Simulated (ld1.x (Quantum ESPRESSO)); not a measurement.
## K (Z = 19): variants of one TM potential

Base potential:

K, norm-conserving Troullier–Martins (Kleinman–Bylander form), made with ld1.x (Quantum ESPRESSO) 7.5 (PBE, scalar-relativistic). Core [Ne], reference 3s2 3p6 4s0.5 4p0.5. Waves: 3p (bound): rc 1.80 bohr; 3d channel at 0.05 Ry: rc 1.70 bohr; 3s (bound): rc 1.80 bohr. Local part: the s channel. Core correction: none.

Occupied shells without a wave of their own: 4p, 4s. They enter only through the test configuration that unscreens the potential.

All-electron outer shells of the reference configuration (PBE, scalar-relativistic, ld1.x):

| shell | level (eV) | outermost node (bohr) | outermost maximum (bohr) |
| --- | --- | --- | --- |
| 2p | -280.88 | – | 0.26 |
| 3s | -36.10 | 0.48 | 1.08 |
| 3p | -19.56 | 0.45 | 1.15 |
| 4s | -2.67 | 1.58 | 4.08 |
| 4p | -1.12 | 1.87 | 5.79 |

Cutoffs, loose and tight: the cutoffs (Ry, on a coarse ladder) from which the occupation-weighted sum of valence levels, in a spherical-Bessel basis at the reference potential, stays within 10 and 1 mRy of its value at 400 Ry. They do not see the model core or the augmentation charge, which bear on the density cutoff. Test errors are all-electron minus pseudo excitation energies from the reference, over the configurations 3s2 3p6 4s1 4p0; 3s2 3p6 4s0 4p0; 3s2 3p6 4s0.5 4p0; 3s2 3p5 4s1 4p0; 3s2 3p6 4s0 4p1; 3s1 3p6 4s1 4p0. A dash means not determined; rows that change the core or the reference have their own tests.

```csv
change,outcome,"cutoff, loose","cutoff, tight",bound ghosts,largest test error (meV)
base,generated,30 Ry,50 Ry,none,+218
"all radii scaled by about 0.76 (s 1.36, p 1.36, d 1.30 bohr)",generated,70 Ry,100 Ry,none,+45
"all radii scaled by about 0.92 (s 1.66, p 1.66, d 1.58 bohr)",generated,35 Ry,60 Ry,none,+147
"all radii scaled by about 1.08 (s 1.94, p 1.94, d 1.82 bohr)","generated, misses its reference levels by 0.17 eV",25 Ry,45 Ry,none,+308
"all radii scaled by about 1.15 (s 2.08, p 2.08, d 1.96 bohr)","generated, misses its reference levels by 0.25 eV",25 Ry,45 Ry,none,+413
"all radii scaled by about 1.32 (s 2.38, p 2.38, d 2.24 bohr)","generated, misses its reference levels by 0.39 eV",25 Ry,40 Ry,none,+594
"all radii scaled by about 1.37 (s 2.46, p 2.46, d 2.32 bohr)","generated, misses its reference levels by 0.45 eV",25 Ry,35 Ry,none,+658
```

(1) What comes out with this change to the base: all radii scaled by about 0.82 (s 1.48, p 1.48, d 1.40 bohr)?

(2) What comes out with this change to the base: all radii scaled by about 1.21 (s 2.18, p 2.18, d 2.06 bohr)?

## Answers

(1) outcome: generated; cutoff, loose: 55 Ry; cutoff, tight: 80 Ry; bound ghosts: none; largest test error (meV): +70.

(2) outcome: generated, misses its reference levels by 0.30 eV; cutoff, loose: 25 Ry; cutoff, tight: 40 Ry; bound ghosts: none; largest test error (meV): +486.

Reading the sweep of the scale of all radii (base = 1) (base included, trends over the rows without a ghost): The loose cutoff falls from 70 Ry at 0.76 to 25 Ry at 1.37. A larger radius leaves more room for a smooth pseudo-wave, so fewer plane waves are needed; a smaller one forces it to follow the all-electron wave where it bends sharply. The median size of the test errors (rows with all tests solved) rises from 14.8 meV at 0.76 to 312.0 meV at 1.37. More of the atom is replaced by a form fitted at one configuration, so other configurations suffer as the radius grows.
